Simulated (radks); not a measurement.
Question: Ionisation of the zinc ion Zn3+, [Ar] 3d9, to [Ar] 3d8 as the strength of local exchange is varied. All-electron calculation, scalar-relativistic Kohn-Sham, Slater X-alpha exchange (alpha = 2/3 is LDA exchange), no correlation, spin-polarised, spherical densities, point nucleus; open shells are filled with parallel spins first. Program: a radial shooting solver on a logarithmic mesh with Libxc functionals.

alpha  E(Zn3+) (hartree)  exchange (hartree)  IE (eV)  -e of the level emptied (eV)  <r> of it (bohr)
0.647        -1786.33406           -63.06861   58.658                   48.074 (3d)            0.8298
0.665        -1788.09098           -64.88726   59.186                   48.569 (3d)            0.8271
0.667        -1788.28630           -65.08955   59.245                   48.624 (3d)            0.8267
0.897        -1810.89068           -88.63459   66.288                   55.253 (3d)            0.7935
0.962        -1817.32999           -95.38971   68.372                   57.228 (3d)            0.7848
1.027        -1823.79176          -102.18918   70.498                   59.247 (3d)            0.7763
1.046        -1825.68482          -104.18509   71.127                   59.845 (3d)            0.7739
?            -1798.17779           -75.36005   62.274                   51.466 (3d)            0.8117

Which alpha was used in the last row?

Answer: alpha = 0.768. NIST Atomic Spectra Database: 59.57 eV (measured). The Delta-SCF value meets it near alpha = 0.68. Open shells are spherical and high-spin; term and fine-structure splittings are not resolved.
